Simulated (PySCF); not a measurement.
Output of ΔSCF core-hole calculations on `BN(B)BC#C`.

Method used: delta-SCF UKS SCAN, pcX-2 on the ionised atom, pcseg-1 elsewhere, spin-free X2C (PySCF). Atoms in this output count from 0. The cycles run on a coarse integration grid; for E(ground) and E(ion) the exchange–correlation energy is redone on a finer one, so they differ from the last cycle, and only they enter the binding energy.

Coordinates (Å, GFN2-xTB):
```
B     -1.968862    -0.759124    -0.227119
N     -0.722502    -0.104732     0.031354
B     -0.702192     1.168664     0.688300
B      0.506364    -0.744286    -0.379476
C      1.861087    -0.124591    -0.132527
C      2.971333     0.314174     0.032571
H     -1.982000    -1.795099    -0.770935
H     -2.968539    -0.252225     0.106444
H     -1.710353     1.663407     1.016083
H      0.317936     1.704020     0.890715
H      0.465783    -1.782496    -0.924426
H      3.933143     0.711603     0.187119
```

```
ground state, core basis on atom 3 (B), 145 functions
  cycle   1  E = -209.04524343  |g| = 5.17e-02
  cycle   2  E = -209.04481195  |g| = 4.83e-02
  cycle   3  E = -209.04493684  |g| = 4.27e-02
  cycle   4  E = -209.04539632  |g| = 1.42e-02
  cycle   5  E = -209.04544422  |g| = 2.62e-03
  cycle   6  E = -209.04544528  |g| = 3.95e-04
  E(ground) = -209.05525937 Eh
hole in B 1s of atom 3
  cycle   1  E = -201.40826749  |g| = 1.17e+00
  cycle   2  E = -199.39597742  |g| = 2.03e+00
  cycle   3  E = -201.62449206  |g| = 5.68e-01
  cycle   4  E = -201.71604052  |g| = 4.16e-01
  ...
  cycle  11  E = -201.82367372  |g| = 1.83e-03
  cycle  12  E = -201.82368142  |g| = 6.65e-04
  cycle  13  E = -201.82368221  |g| = 2.21e-04
  E(ion) = -201.83385819 Eh   <S^2> = 0.8082   hole on atom = 1.000
```

Task: What is the B 1s binding energy of atom 3?

Result: (-201.833858 − (-209.055259)) Eh × 27.2114 eV/Eh = 196.50 eV, for the three-coordinate boron.

```
ground state, core basis on atom 1 (N), 145 functions
  cycle   1  E = -209.06437109  |g| = 7.17e-02
  cycle   2  E = -209.06436318  |g| = 1.01e-02
  cycle   3  E = -209.06419895  |g| = 2.59e-02
  cycle   4  E = -209.06439059  |g| = 3.34e-03
  cycle   5  E = -209.06439228  |g| = 3.93e-04
  E(ground) = -209.07110047 Eh
hole in N 1s of atom 1
  cycle   1  E = -193.46488536  |g| = 1.87e+00
  cycle   2  E = -192.48528714  |g| = 2.21e+00
  cycle   3  E = -193.93858100  |g| = 6.68e-01
  cycle   4  E = -193.91037089  |g| = 6.48e-01
  ...
  cycle   8  E = -194.17937122  |g| = 2.17e-03
  cycle   9  E = -194.17937400  |g| = 1.07e-03
  cycle  10  E = -194.17937474  |g| = 2.54e-04
  E(ion) = -194.18369452 Eh   <S^2> = 0.7654   hole on atom = 1.000
```

Task: What is the N 1s binding energy of atom 1?

Result: (-194.183695 − (-209.071100)) Eh × 27.2114 eV/Eh = 405.11 eV, for the boron-bound nitrogen.

```
ground state, core basis on atom 0 (B), 145 functions
  cycle   1  E = -208.98752809  |g| = 4.61e-01
  cycle   2  E = -208.93238124  |g| = 6.46e-01
  cycle   3  E = -209.02923726  |g| = 2.34e-01
  cycle   4  E = -209.04364948  |g| = 6.79e-02
  cycle   5  E = -209.04479889  |g| = 2.77e-02
  cycle   6  E = -209.04498376  |g| = 4.24e-03
  cycle   7  E = -209.04498876  |g| = 1.41e-03
  cycle   8  E = -209.04498795  |g| = 4.29e-04
  E(ground) = -209.05471341 Eh
hole in B 1s of atom 0
  cycle   1  E = -201.42519394  |g| = 1.16e+00
  cycle   2  E = -199.30966969  |g| = 1.93e+00
  cycle   3  E = -201.53837320  |g| = 6.45e-01
  cycle   4  E = -201.77717290  |g| = 3.26e-01
  ...
  cycle  13  E = -201.83815593  |g| = 8.10e-04
  cycle  14  E = -201.83815729  |g| = 5.04e-04
  cycle  15  E = -201.83815654  |g| = 2.67e-04
  E(ion) = -201.84754468 Eh   <S^2> = 0.9389   hole on atom = 1.000
```

Task: What is the B 1s binding energy of atom 0?

Result: (-201.847545 − (-209.054713)) Eh × 27.2114 eV/Eh = 196.12 eV, for the three-coordinate boron.

```
ground state, core basis on atom 4 (C), 145 functions
  cycle   1  E = -209.05567668  |g| = 5.82e-02
  cycle   2  E = -209.05512927  |g| = 4.89e-02
  cycle   3  E = -209.05472354  |g| = 6.17e-02
  cycle   4  E = -209.05575948  |g| = 5.23e-03
  cycle   5  E = -209.05576894  |g| = 6.99e-04
  cycle   6  E = -209.05576820  |g| = 1.77e-04
  E(ground) = -209.06560506 Eh
hole in C 1s of atom 4
  cycle   1  E = -197.81575503  |g| = 1.51e+00
  cycle   2  E = -194.51652278  |g| = 2.48e+00
  cycle   3  E = -197.94616831  |g| = 7.28e-01
  cycle   4  E = -198.13762857  |g| = 7.14e-01
  ...
  cycle  11  E = -198.38223992  |g| = 1.90e-03
  cycle  12  E = -198.38224471  |g| = 6.16e-04
  cycle  13  E = -198.38224529  |g| = 2.59e-04
  E(ion) = -198.39016412 Eh   <S^2> = 0.8534   hole on atom = 1.000
```

Task: What is the C 1s binding energy of atom 4?

Result: (-198.390164 − (-209.065605)) Eh × 27.2114 eV/Eh = 290.49 eV, for the alkyne carbon.

The ground state is recomputed for each atom, because the flexible core basis sits on the ionised atom alone; energies of different blocks can't be mixed. The unrestricted hole states depart most from a pure doublet (⟨S²⟩ = 0.75; over 0.85 named) for atom 0 (0.94) and atom 4 (0.85), which makes these values less certain. Isolated species at its GFN2-xTB geometry, gas phase.

On Intel Xeon at 2.50 GHz, one thread, no GPU, shared host with 64 logical CPUs at a one-minute load of 58, this took 1.9 min of wall time and 0.50 GiB of memory at its peak.

Conformer computed: `[BH2:1][N:2]([BH2:3])[BH:4][C:5]#[CH:6]`: B1–N2–B4–C5 -179°.
Labels such as C1 count atoms from 1, the log's own numbers from 0.
